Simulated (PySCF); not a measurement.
# MoOF₂ + NH₃ → MoN(OH) + 2 HF

Level: PBE0 in the def2-TZVP basis family, computed in PySCF with density fitting; scalar-relativistic core potentials for atoms from Rb on, none lighter, no spin–orbit coupling; open shells unrestricted.

```tsv
species	state and structure	ZPE (kJ/mol)	H(298 K) − H(0) (kJ/mol)	S° (J/(mol K))
MoOF₂	triplet, C2v, Mo–F 1.870 Å (×2), Mo–O 1.652 Å; F–Mo–F 116.2°, F–Mo–O 121.9° (×2)	17.7	15.3	314.9
NH₃	singlet, C3v, N–H 1.013 Å (×3); H–N–H 107.1° (×3)	90.6	10.0	192.4
MoN(OH)	triplet, Cs, Mo–N 1.622 Å, Mo–O 1.914 Å, O–H 0.959 Å; H–O–Mo 121.8°, N–Mo–O 112.9°	41.7	12.9	292.6
HF	singlet, C∞v, H–F 0.920 Å	24.9	8.7	173.6
```

(1) Is the gas-phase reaction uphill or downhill in electronic energy at this level, and by how much?

(2) Add zero-point, thermal and entropy terms for 298.15 K and 1 bar.

Results:

(1) At PBE0/def2-TZVP, ΔE = 380.8 kJ/mol, uphill. 

(2) ΔZPE = -16.8 and Δ[H(298) − H(0)] = 5.0 kJ/mol give ΔH° = 369.0 kJ/mol. ΔS° = 132.5 J/(mol K), so ΔG° = 369.0 − 298.15 × (0.1325) = 329 kJ/mol. ΔG° would change sign near 2780 K if ΔH° and ΔS° stayed fixed.

Open d or f shells are single determinants, so the state found may not be the ground state. Each species is the lowest minimum found with this bonding; other isomers or fragments can lie lower.
